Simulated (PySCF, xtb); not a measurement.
F2H2O2Ti, SMILES [F][Ti]([OH])([OH])[F], multiplicity 1.

GFN2-xTB run with xtb at its own geometry gives an orbital gap of 5.43 eV and a dipole moment of 4.38 D.

Geometry: B3LYP-D3(BJ)/def2-SVP. The spin state was assumed, not searched. The structure was generated by enumeration; whether it is a known compound was not checked. One conformer was computed; it need not be the lowest.

**Question.** What does PBE/def2-TZVP (PySCF) give? (An estimate is asked for; the answer gives what the named calculation found.)

**Answer.** gap 5.22 eV (levels -8.21 and -3.00 eV), dipole 3.16 D.
